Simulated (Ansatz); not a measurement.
C4H7FO, SMILES C[C@@]1(F)CCO1.

Coordinates come from a r2SCAN-D4/def2-SVP optimisation. The structure was generated by enumeration; whether it is a known compound was not checked.

Two levels are set side by side: PBE/def2-SVPD (Ansatz, a program for electronic structure) and CAM-B3LYP/def2-SVPD (Ansatz). Energy differences of separate SCF runs at the same geometry; the states with an electron removed or added have multiplicity 2 and 2. Differences are taken from unrounded values.

| quantity | CAM-B3LYP |
|---|---|
| vertical ionisation energy (eV) | 10.58 |
| vertical singlet–triplet gap (eV) | 7.77 |

**Question.** What does PBE give, and how far is it from CAM-B3LYP? (Estimate from the structure and the level; the computed values follow.)

**Answer.** 
| quantity | PBE | PBE minus CAM-B3LYP |
|---|---|---|
| vertical ionisation energy (eV) | 10.05 | -0.53 |
| vertical singlet–triplet gap (eV) | 7.07 | -0.70 |
